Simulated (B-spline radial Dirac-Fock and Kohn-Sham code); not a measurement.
## The Al-like isoelectronic sequence (13 electrons), Z = 69 to 83

The computed values come from a radial atomic solver: relaxed Dirac-Fock hole states (ΔSCF) with Breit and QED corrections and a finite nucleus. Binding energies in eV, tabulated ground configurations ([Ne] 3s2 3p1 throughout). No correlation.

| ion | 2p1/2 | 2p3/2 | 3s | outermost level | NIST ionisation energy |
| --- | --- | --- | --- | --- | --- |
| Tm⁵⁶⁺ | 13876.0 | 12875.8 | 5791.3 | 5480.5 (3p) | 5656 ± 5 |
| Yb⁵⁷⁺ | 14372.0 | 13303.9 | 5999.5 | 5673.3 (3p) | 5860 ± 6 |
| Lu⁵⁸⁺ | 14878.8 | 13739.1 | 6212.2 | 5869.8 (3p) | 6070 ± 6 |
| Hf⁵⁹⁺ | 15396.9 | 14181.5 | 6429.3 | 6070.0 (3p) | 6284 ± 7 |
| Ta⁶⁰⁺ | 15926.2 | 14631.2 | 6650.9 | 6273.9 (3p) | 6502 ± 10 |
| W⁶¹⁺ | 16467.0 | 15088.2 | 6877.2 | 6481.5 (3p) | 6735 ± 7 |
| Re⁶²⁺ | 17019.6 | 15552.4 | 7108.1 | 6692.9 (3p) | 6952 ± 15 |
| Os⁶³⁺ | 17584.1 | 16023.9 | 7343.7 | 6908.1 (3p) | 7185 ± 19 |
| Ir⁶⁴⁺ | ? | ? | ? | ? | ? |
| Pt⁶⁵⁺ | 18749.8 | 16988.9 | 7829.5 | 7350.1 (3p) | 7660 ± 30 |
| Au⁶⁶⁺ | 19351.6 | 17482.4 | 8079.7 | 7576.9 (3p) | 7910 ± 40 |
| Hg⁶⁷⁺ | 19966.2 | 17983.2 | 8335.0 | 7807.6 (3p) | 8160 ± 40 |
| Tl⁶⁸⁺ | 20594.0 | 18491.4 | 8595.5 | 8042.4 (3p) | 8420 ± 50 |
| Pb⁶⁹⁺ | 21235.3 | 19007.0 | 8861.1 | 8281.1 (3p) | 8680 ± 50 |
| Bi⁷⁰⁺ | 21890.4 | 19530.1 | 9132.0 | 8523.9 (3p) | 8950 ± 60 |

Problem. Fill in the row of Ir⁶⁴⁺.

Solution. 2p1/2 18160.8, 2p3/2 16502.7, 3s 7584.2, outermost 7127.1 (3p), NIST 7421 ± 24 eV.

NIST's values are for the lowest levels; a dash marks a value that is missing or belongs to another shell. Their kind here: semi-empirical, theoretical. Where a p, d or f shell is open in either ion the computed value averages over both j values and all terms, while the table refers to the lowest levels; that difference holds spin-orbit splitting (largest in heavy or highly charged ions), term energies where several electrons share open shells, and correlation, and it can reach 10 % or more.
